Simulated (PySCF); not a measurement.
SMILES [CH3][Re](=[O])(=[O])=[O], singlet (CAM-B3LYP/def2-SVP optimised geometry):

```
8

Re    -0.021    -1.245     0.000
O      1.675    -1.245     0.000
O     -0.686    -1.901     1.416
O     -0.689    -1.901    -1.415
C     -0.578     0.757     0.000
H     -0.175     1.245     0.899
H     -1.675     0.828     0.000
H     -0.174     1.245    -0.899
```

Level of theory: CAM-B3LYP/def2-TZVP, def2 effective core potentials past Kr (PySCF).

### Question
What are the frontier orbital energies and the dipole moment?

### Answer
HOMO-2 -11.38 eV, HOMO-1 -11.38 eV, HOMO -11.16 eV, LUMO -1.82 eV, LUMO+1 -1.81 eV; dipole moment 3.14 D.
